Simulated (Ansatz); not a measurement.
Total energies of `C[C](C)(C)[In]([Cl])[Cl]`.

```csv
atom,x (Å),y (Å),z (Å)
C1,-0.420,0.171,1.488
C2,0.110,-0.033,0.075
C3,0.498,-1.487,-0.144
C4,1.283,0.896,-0.194
In5,-1.507,0.468,-1.299
Cl6,-1.874,2.597,-2.180
Cl7,-3.118,-1.057,-2.026
H8,-0.715,1.206,1.679
H9,0.373,-0.077,2.207
H10,-1.271,-0.478,1.712
H11,1.283,-1.763,0.573
H12,0.898,-1.663,-1.146
H13,-0.341,-2.169,0.008
H14,1.016,1.948,-0.076
H15,1.696,0.764,-1.198
H16,2.088,0.677,0.520
```

Charge 0, multiplicity 1. Correlated methods include outer-core shells of In, which these sets cover unevenly. In takes the def2 core potential. The geometry is a stationary point of PBE0-D4/def2-TZVP. Basis def2-TZVPP, Ansatz 0.2.0.

| functional | energy without D4 (Eh) | D4 term (kJ/mol) |
| --- | --- | --- |
| LDA (SPW92) | -1263.78459 | – |
| PBE | -1267.97339 | -43.1 |
| revPBE | -1268.40177 | -117.6 |
| BLYP | -1268.42277 | -90.9 |
| r2SCAN | -1268.49038 | -11.5 |
| B97M-V | -1268.35014 | – |
| PBE0 | -1268.07793 | -37.3 |
| B3LYP | -1268.67863 | -68.9 |
| r2SCANh | -1268.46865 | -12.3 |
| r2SCAN0 | -1268.43797 | -13.6 |
| HSE06 (plane-wave form) | -1268.05131 | -35.2 |
| BHLYP | -1268.39226 | -57.1 |
| CAM-B3LYP | -1268.48490 | -38.5 |
| LC-ωPBE | -1268.25723 | – |
| ωB97X-V | -1268.37892 | – |
| ωB97M-V | -1268.38882 | – |
| B2PLYP | -1267.94984 | – |

B3LYP takes the VWN-RPA correlation (the form of Gaussian; ORCA's B3LYP/G). HSE06 is the plane-wave form, built on full-range PBE exchange. The double hybrids freeze the cores in their second-order part.

LC-ωPBE has ω = 0.4 bohr⁻¹.
